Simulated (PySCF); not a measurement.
**`C(/C(=C/F)F)=C\OC(F)(F)F`, C$_{5}$H$_{3}$F$_{5}$O**

Molfile (atoms numbered from 1):
```
C5H3F5O
     RDKit          3D

 14 13  0  0  0  0  0  0  0  0999 V2000
    3.6928   -0.0516    1.3641 F   0  0  0  0  0  0  0  0  0  0  0  0
    2.3981    0.1826    1.1552 C   0  0  0  0  0  0  0  0  0  0  0  0
    1.7359   -0.2957    0.0994 C   0  0  0  0  0  0  0  0  0  0  0  0
    2.3727   -1.0500   -0.8152 F   0  0  0  0  0  0  0  0  0  0  0  0
    0.3312   -0.0540   -0.1473 C   0  0  0  0  0  0  0  0  0  0  0  0
   -0.2788   -0.5548   -1.2190 C   0  0  0  0  0  0  0  0  0  0  0  0
   -1.6047   -0.4030   -1.5792 O   0  0  0  0  0  0  0  0  0  0  0  0
   -2.4198    0.3095   -0.8138 C   0  0  0  0  0  0  0  0  0  0  0  0
   -3.6275    0.3116   -1.3560 F   0  0  0  0  0  0  0  0  0  0  0  0
   -2.0471    1.5921   -0.6716 F   0  0  0  0  0  0  0  0  0  0  0  0
   -2.5472   -0.1687    0.4347 F   0  0  0  0  0  0  0  0  0  0  0  0
    1.9444    0.7922    1.9201 H   0  0  0  0  0  0  0  0  0  0  0  0
   -0.1690    0.5521    0.5905 H   0  0  0  0  0  0  0  0  0  0  0  0
    0.2184   -1.1626   -1.9593 H   0  0  0  0  0  0  0  0  0  0  0  0
  1  2  1  0
  2  3  2  0
  3  4  1  0
  3  5  1  0
  5  6  2  0
  6  7  1  0
  7  8  1  0
  8  9  1  0
  8 10  1  0
  8 11  1  0
  2 12  1  0
  5 13  1  0
  6 14  1  0
M  END
```

Method used: quadratic response CAM-B3LYP/def2-SVPD first hyperpolarisability, Taylor convention, gas phase in PySCF. Geometry: GFN2-xTB.

What is the first hyperpolarisability, and how does it disperse?

In au, Taylor convention; the vector part is βᵢ = ⅓ Σⱼ (βᵢⱼⱼ + βⱼᵢⱼ + βⱼⱼᵢ); β∥ is 3/5 of the vector part along the dipole, the dipole points from − to +:
| process | λ (nm) | β vector norm | β∥ | β HRS | depolarisation ratio |
| --- | --- | --- | --- | --- | --- |
| static β(0;0,0) | ∞ | 52.1 | -14.3 | 22.6 | 4.34 |
| second harmonic β(−2ω;ω,ω) | 1907 | 56.3 | -13.7 | 24.1 | 4.50 |
| Pockels β(−ω;ω,0) | 1907 | 53.4 | -14.1 | – | – |
| second harmonic β(−2ω;ω,ω) | 1340 | 61.4 | -12.9 | 26.1 | 4.66 |
| Pockels β(−ω;ω,0) | 1340 | 54.8 | -13.9 | – | – |

Which lowest excitations, dipole and polarisabilities go with it?

S1 5.84 eV (f = 0.716); S2 6.14 eV (f = 0.004); S3 7.04 eV (f = 0.004); dipole 0.77 D; isotropic α 73.5 au static, 73.8 au at 1907 nm, 74.1 au at 1340 nm, 74.7 au at 953.5 nm, 75.9 au at 670 nm.
